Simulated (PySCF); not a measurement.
# Peak assignment

Molfile (atoms numbered from 1):
```
C3H10N2O2Si3
     RDKit          3D

 20 20  0  0  0  0  0  0  0  0999 V2000
    4.7007    0.3178   -1.2152 O   0  0  0  0  0  0  0  0  0  0  0  0
    4.3112   -0.1295   -0.1653 C   0  0  0  0  0  0  0  0  0  0  0  0
    3.0223   -0.1051    0.2009 N   0  0  0  0  0  0  0  0  0  0  0  0
    1.8722    0.6134   -0.9073 Si  0  0  0  0  0  4  0  0  0  0  0  0
    0.5041    0.5054   -0.0576 O   0  0  0  0  0  0  0  0  0  0  0  0
   -1.1149    0.6835   -0.0749 Si  0  0  1  0  0  4  0  0  0  0  0  0
   -2.0244   -0.5691   -1.1390 C   0  0  0  0  0  0  0  0  0  0  0  0
   -2.9062   -1.3316   -0.4946 C   0  0  0  0  0  0  0  0  0  0  0  0
   -3.0416   -1.0248    1.3578 Si  0  0  0  0  0  4  0  0  0  0  0  0
   -1.7630    0.1468    1.4320 N   0  0  0  0  0  0  0  0  0  0  0  0
    4.9935   -0.5933    0.5715 H   0  0  0  0  0  0  0  0  0  0  0  0
    2.7552   -0.4960    1.0902 H   0  0  0  0  0  0  0  0  0  0  0  0
    2.1916    2.0188   -1.1164 H   0  0  0  0  0  0  0  0  0  0  0  0
    1.7793   -0.1945   -2.1160 H   0  0  0  0  0  0  0  0  0  0  0  0
   -1.3773    2.0882   -0.3830 H   0  0  0  0  0  0  0  0  0  0  0  0
   -1.8641   -0.6672   -2.2053 H   0  0  0  0  0  0  0  0  0  0  0  0
   -3.4914   -2.0820   -1.0112 H   0  0  0  0  0  0  0  0  0  0  0  0
   -4.3281   -0.4300    1.7404 H   0  0  0  0  0  0  0  0  0  0  0  0
   -2.7313   -2.1933    2.1883 H   0  0  0  0  0  0  0  0  0  0  0  0
   -1.4929    0.5696    2.3015 H   0  0  0  0  0  0  0  0  0  0  0  0
  1  2  2  0
  2  3  1  0
  3  4  1  0
  4  5  1  0
  5  6  1  0
  6  7  1  0
  7  8  2  0
  8  9  1  0
  9 10  1  0
 10  6  1  0
  2 11  1  0
  3 12  1  0
  4 13  1  0
  4 14  1  0
  6 15  1  6
  7 16  1  0
  8 17  1  0
  9 18  1  0
  9 19  1  0
 10 20  1  0
M  END
```

PySCF 2.14 calculation with geometry: GFN2-xTB and σ from GIAO-PBE0/pcSseg-1; non-relativistic Hamiltonian, one computed conformer, isolated molecule.

Referencing at the same level of theory: 13C, 1H vs TMS.

Task: Assign these signals to the numbered atoms. 13C{1H} NMR (computed): δ 167.7 (CH), 157.5 (CH), 156.7 (CH).

Result: 
| δ (ppm) | atoms | environment | reason |
| --- | --- | --- | --- |
| 167.7 | C2 | amide carbonyl carbon | it is a carbonyl in resonance with an O or N lone pair, the region of acids, esters and amides |
| 157.5 | C7 | alkene CH | the olefinic region |
| 156.7 | C8 | alkene CH | – |

C7 and C8 lie closer than the usual error of such a calculation, so a measured spectrum could show them in the other order.

Task: Assign these signals to the numbered atoms. 1H NMR (600 MHz, computed): δ 8.33 (s, 1H), 7.51 (m, 1H), 7.41 (m, 1H), 5.63 (m, 1H), 5.54 (m, 1H), 5.51 (m, 1H), 5.27 (m, 1H), 5.16 (m, 1H), 4.47 (br s, 1H), 0.40 (br s, 1H).

Result: 
8.33 → H11, hydrogen on an amide carbonyl carbon
7.51 → H17, hydrogen on an alkene CH: a vinylic proton, deshielded by the sp2 carbon and the C=C anisotropy
7.41 → H16, hydrogen on an alkene CH
5.63 → H13, hydrogen on a silicon bonded to N, O
5.54 → H14, hydrogen on a silicon bonded to N, O
5.51 → H15, hydrogen on a silicon bonded to C, N, O, in a 5-membered ring
5.27 → H19, hydrogen on a silicon bonded to C, N, in a 5-membered ring
5.16 → H18, hydrogen on a silicon bonded to C, N, in a 5-membered ring
4.47 → H12, hydrogen on an amide-type nitrogen: exchangeable; this is the value without hydrogen bonding to other molecules
0.40 → H20, hydrogen on a nitrogen bonded to 2 Si, in a 5-membered ring: labile proton, position sensitive to the medium

H17 and H16; H13 and H14; H14 and H15; H19 and H18 lie closer than the usual error of such a calculation, so a measured spectrum could show them in the other order.

Exchangeable OH/NH protons stand at their gas-phase positions; hydrogen bonding in a real sample shifts them, mostly to higher δ. Shifts are as computed. Against solution values, carbons near 30 ppm lie about +3 ppm off and those near 130 ppm about +5 ppm. Of 1211 compounds with measured shifts, 218 miss one by over three times the rms of a fit or turn the order of signals round; such compounds aren't used in these exercises. Hydrogen bonding in solution deshields acid and N–H amide carbonyl carbons by as much as 10 ppm beyond these values. No couplings were computed; multiplicities are counted from neighbouring protons, with m where these are inequivalent, close in shift, in a saturated or five-membered ring or joined by F or P, and br s for small geminal =CH2 splittings.
